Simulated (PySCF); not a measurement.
C2H5O, SMILES [CH2]CO, multiplicity 2. Geometry: B3LYP-D3(BJ)/def2-TZVP. The isomer is the one that the SMILES or the coordinates give; other isomers of the formula were not compared. The values are those of a single conformer.

Question: Give the equilibrium geometry at B3LYP-D3(BJ)/def2-TZVP (PySCF confirms it by a frequency run) as a Z-matrix. (The exact figures need the calculation; the answer reports its results.)

Answer: Several could match; the one computed here: 
```
C
H 1 1.0984
H 1 1.0985 2 106.38
O 1 1.4279 2 110.97 3 113.15
H 4 0.9640 1 107.77 2 72.04
C 1 1.4797 2 110.44 3 -120.64
H 6 1.0812 1 121.12 2 25.60
H 6 1.0821 7 118.85 1 -171.58
```
Charge 0, spin multiplicity 2.
